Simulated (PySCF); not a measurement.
Gas-phase reaction: 4 F₂ + 3 C₄H₈ (cyclic) ⇌ 2 CH₂FCF₃ + 2 C₄H₁₀ (isobutane)

Energies from PySCF (xtb for GFN2), thermal terms from the rigid-rotor harmonic-oscillator model, ideal gas at 1 bar. † marks an energy on the PBE0/def2-TZVP geometry and frequencies; other levels use their own. MP2 and CCSD(T) freeze the core. 6-31G* has spherical d functions here. All species are closed-shell singlets. B3LYP is the form with VWN-RPA correlation. MP2 isn't extrapolated to the basis-set limit; its ΔH°(298 K) is -2262.2 kJ in def2-SVP and -2242.1 kJ in def2-TZVPP. CCSD(T) isn't extrapolated to the basis-set limit. The harmonic model lacks anharmonicity and excited electronic states, which grow with temperature; levels with a mode under 35 cm⁻¹ are left out. Internal rotation in CH₂FCF₃, C₄H₁₀ (isobutane) is treated as a harmonic vibration of one conformer, which makes the entropy rough.

```tsv
level	ΔE electronic, kJ	ΔH°(298 K), kJ	ΔS°(298 K), J/K	ΔG°(1600 K), kJ
B3LYP/6-31G*	-2179	-2153	-381	-1576
B3LYP/def2-TZVP†	-2177	-2154	-379	-1582
BLYP/def2-TZVP†	-2065	-2042	-379	-1470
CCSD(T)/def2-SVP†	-2206	-2183	-379	-1611
GFN2-xTB	-1690	-1670	-382	-1098
MP2/def2-SVP†	-2285	-2262	-379	-1690
MP2/def2-TZVPP†	-2265	-2242	-379	-1670
PBE/def2-TZVP†	-2086	-2062	-379	-1490
LDA/def2-TZVP†	-2278	-2255	-379	-1683
ωB97M-V/def2-TZVP†	-2213	-2190	-379	-1618
```
ΔH° is lowest at MP2/def2-SVP† and highest at GFN2-xTB. No reference value is set beside these.
